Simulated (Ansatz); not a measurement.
`N[SiH](O)CCl` + H₂ → `C[SiH](N)O` + HCl  (hydrogenolysis of a C–Cl bond)

Program: Ansatz. Geometries: PBE0-D4/def2-TZVP. ΔE: electronic, gas phase. CBS: MP2 limit from def2 TZ/QZ plus the TZ coupled-cluster correction, frozen cores. This one scheme is used for every species. Functionals use def2-TZVPP. One conformer a species, not always the lowest.

Q: Is it downhill or uphill in electronic energy at CCSD(T)/CBS, and by how much? (An estimate is asked.)

A: Ansatz gave: Downhill: ΔE = -0.91 eV.

Q: What do these levels give: r2SCAN-D4, ωB97M-V, r2SCAN, CCSD/def2-TZVPP, MP2/CBS(def2), CCSD/CBS(def2)? (Best estimate.)

A: Ansatz gave: r2SCAN-D4 -0.89, ωB97M-V -0.90, r2SCAN -0.91, CCSD/def2-TZVPP -1.00, MP2/CBS(def2) -0.88, CCSD/CBS(def2) -0.97 eV.

Largest T1 diagnostic among the species: 0.010.

In def2-TZVPP, CCSD(T) changes the Hartree–Fock value by +0.15 eV (the triples alone add +0.05 eV) and MP2 by +0.18 eV. The D4 term adds +0.10 eV with B3LYP and +0.05 eV with PBE0; it sums over pairs of atoms, weighted by their polarisabilities, and B3LYP, whose exchange is more repulsive, gets the larger term.

B3LYP here is the variant with VWN-RPA as its local correlation; programs differ in this.
